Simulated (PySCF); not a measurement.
**PbH₄: from structure and modes to constants**

Method: PBE0 in PySCF with Pb def2-TZVP with ECP60, H def2-TZVP; scalar-relativistic core potentials, no spin–orbit coupling; density-fitted integrals.

The singlet minimum has Td symmetry. Masses (u): Pb 207.97664, H 1.00782.

```xyz
5
charge 0 multiplicity 1, angstrom
Pb    0.0000    0.0000    0.0000
H     1.0102    1.0102    1.0102
H    -1.0102   -1.0102    1.0102
H    -1.0102    1.0102   -1.0102
H     1.0102   -1.0102   -1.0102
```

Harmonic wavenumbers (cm⁻¹): 613.5 (t2, ×3), 691.7 (e, ×2), 1865.9 (a1, ×1), 1885.4 (t2, ×3).

Problem. Find the principal moments of inertia and the rotational constants. What kind of rotor is it?

Solution. About the centre of mass I = 8.2281, 8.2281, 8.2281 u Å². With B = 16.8576/I this gives 2.049, 2.049, 2.049 cm⁻¹. The molecule is a spherical top.

Problem. What is the harmonic zero-point energy?

Solution. Half the sum of all 9 wavenumbers, 10746/2 = 5373 cm⁻¹, which is 64.3 kJ/mol (1 cm⁻¹ = 0.0119627 kJ/mol).

Problem. Find the vibrational entropy and heat capacity at 298.15 K.

Solution. With u = 1.43878 ω/T, each mode gives S = R[u/(eᵘ−1) − ln(1−e⁻ᵘ)] and C = R u² eᵘ/(eᵘ−1)².
```csv
ω (cm⁻¹),u,S (J/(mol K)),C (J/(mol K))
613.5 (×3),2.961,1.79,4.20
691.7 (×2),3.338,1.32,3.54
1865.9,9.004,0.01,0.08
1885.4 (×3),9.098,0.01,0.08
```
The sums over all modes are S = 8.0 and C = 20.0 J/(mol K); the softest mode gives 22 % of the entropy (each member, where degenerate).

Problem. Give the standard entropy (298.15 K, 1 bar) by its translational, rotational, vibrational and spin parts, and Cp.

Solution. Sackur–Tetrode with M = 212.01 u gives 175.7; rotation with symmetry number 12 gives 54.1; vibration 8.0; spin R ln 1 = 0.0. The total is 237.8 J/(mol K), and Cp = 4 R + 20.0 = 53.2 J/(mol K).

With an element this heavy the missing spin–orbit coupling can shift these numbers.
